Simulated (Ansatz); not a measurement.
Program: Ansatz. Geometries: PBE0-D4/def2-TZVP. ΔE: electronic, gas phase. CCSD(T)/CBS adds triple-zeta CCSD(T) − MP2 to the extrapolated MP2 energy (def2 sets, frozen cores). DFT in def2-TZVPP. B3LYP here is the variant with VWN-RPA as its local correlation; programs differ in this. Elements past krypton have def2 core potentials. For Br, Sn outer-core shells are correlated without core-valence functions, which leaves a few kJ/mol of doubt a bond. Scalar relativity is left out up to krypton. One conformer a species, not always the lowest.

Consider the ligand exchange at the Sn–C bond: `CO[C](=N)[SnH3]` + HBr → `[Br][SnH3]` + `COC=N`.

`CO[C](=N)[SnH3]`:

```xyz
12

C    -0.118   -0.569   -1.975
O    -0.157   -0.724   -0.566
C     0.081    0.375    0.189
N     0.340    1.546   -0.199
Sn   -0.023   -0.069    2.299
H    -0.332   -1.550   -2.392
H    -0.876    0.144   -2.316
H     0.870   -0.239   -2.310
H     0.366    1.650   -1.214
H     0.281    1.366    3.157
H    -1.576   -0.674    2.658
H     1.145   -1.256    2.670
```

HBr:

Cartesian coordinates in Å:
```
Br 0.516 0.393 0.289
H -0.516 -0.393 -0.289
```

`[Br][SnH3]`:

Cartesian coordinates in Å:
```
Br 0.886 1.170 -1.738
Sn -0.081 -0.107 0.159
H -1.530 -0.791 -0.411
H -0.344 1.015 1.409
H 1.069 -1.287 0.580
```

`COC=N`:

Z-matrix (Å, degrees):
```
C
O 1 1.422
H 1 1.088 2 105.8
H 1 1.092 2 110.6 3 119.9
H 1 1.092 2 110.6 3 -119.9
C 2 1.331 1 115.7 3 -180.0
N 6 1.261 2 123.4 1 -0.0
H 6 1.093 2 109.6 1 180.0
H 7 1.014 6 110.5 2 180.0
```

| level | ΔE (kcal/mol) | difference from CCSD(T)/CBS |
| --- | --- | --- |
| PBE-D4 | -32.1 | 1.8 |
| r2SCAN-D4 | -34.4 | -0.5 |
| PBE0-D4 | -34.3 | -0.4 |
| B3LYP-D4 | -33.8 | 0.1 |
| ωB97M-V | -34.1 | -0.2 |
| PBE | -33.1 | 0.8 |
| r2SCAN | -34.7 | -0.8 |
| PBE0 | -35.2 | -1.3 |
| HF/def2-TZVPP | -41.5 | -7.6 |
| SCS-MP2/def2-TZVPP | -33.1 | 0.8 |
| CCSD/def2-TZVPP | -32.9 | 1.0 |
| HF/def2-QZVPP | -41.7 | -7.8 |
| MP2/def2-QZVPP | -33.8 | 0.1 |
| SCS-MP2/def2-QZVPP | -34.4 | -0.5 |
| HF/CBS(def2) | -41.7 | -7.8 |
| MP2/CBS(def2) | -34.8 | -0.9 |
| CCSD(T)/CBS | -33.9 | 0 |

Largest T1 diagnostic among the species: 0.014.

In def2-TZVPP, CCSD(T) changes the Hartree–Fock value by +9.9 kcal/mol (the triples alone add +1.3 kcal/mol) and MP2 by +9.1 kcal/mol. From PBE to PBE0 (25 % exact exchange), in def2-TZVPP and without D4, ΔE moves by −2.1 kcal/mol.
